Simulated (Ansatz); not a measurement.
Isolated molecules relaxed with PBE0-D4/def2-TZVP in Ansatz; ΔE leaves out vibrations. CBS: MP2 limit from def2 TZ/QZ plus the TZ coupled-cluster correction, frozen cores. DFT in def2-TZVPP. One conformer a species, not always the lowest.

`C#CC[SiH2]F` + `C=N[SiH2]C` → `C#CC[SiH2]C` + `C=N[SiH2]F`  (redistribution)

`C#CC[SiH2]F`:

```xyz
10

C     2.154   -0.842    0.354
C     1.269   -0.209   -0.155
C     0.140    0.514   -0.697
Si   -1.362    0.083    0.345
F    -2.631    0.871   -0.233
H     2.956   -1.392    0.786
H    -0.043    0.237   -1.740
H     0.312    1.595   -0.667
H    -1.643   -1.368    0.260
H    -1.152    0.511    1.746
```

`C=N[SiH2]C`:

```xyz
11

C    -0.503    0.209   -2.139
N     0.275    0.465   -1.186
Si    0.460   -0.552    0.223
C     0.072    0.452    1.742
H    -0.578    0.892   -2.994
H    -1.145   -0.686   -2.192
H    -0.434   -1.749    0.139
H     1.874   -1.012    0.241
H     0.715    1.333    1.791
H     0.230   -0.141    2.646
H    -0.967    0.787    1.730
```

`C#CC[SiH2]C`:

```xyz
13

C     2.227    1.266    0.675
C     1.044    1.317    0.465
C    -0.379    1.305    0.217
Si   -1.064   -0.461    0.304
C    -0.184   -1.569   -0.911
H     3.274    1.242    0.862
H    -0.600    1.722   -0.772
H    -0.904    1.925    0.950
H    -0.894   -0.959    1.694
H    -2.522   -0.395    0.001
H    -0.340   -1.227   -1.937
H     0.890   -1.569   -0.711
H    -0.548   -2.596   -0.837
```

`C=N[SiH2]F`:

Cartesian coordinates in Å:
```
C -0.574 -1.281 -0.617
N -0.792 -0.149 -0.115
Si 0.317 1.016 0.481
F 1.849 0.555 0.364
H 0.429 -1.711 -0.752
H -1.409 -1.906 -0.952
H 0.158 2.247 -0.322
H 0.023 1.230 1.914
```

Q: Is it downhill or uphill in electronic energy at CCSD(T)/CBS, and by how much? (An estimate is asked.)

A: Ansatz gave: Downhill: ΔE = -2.2 kcal/mol.

Q: What do these levels give: r2SCAN-D4, r2SCAN, PBE0, HF/def2-TZVPP, SCS-MP2/def2-TZVPP, HF/CBS(def2)? (Best estimate.)

A: Ansatz gave: r2SCAN-D4 -2.4, r2SCAN -2.3, PBE0 -2.2, HF/def2-TZVPP -1.9, SCS-MP2/def2-TZVPP -2.1, HF/CBS(def2) -1.9 kcal/mol.

Largest T1 diagnostic among the species: 0.013.
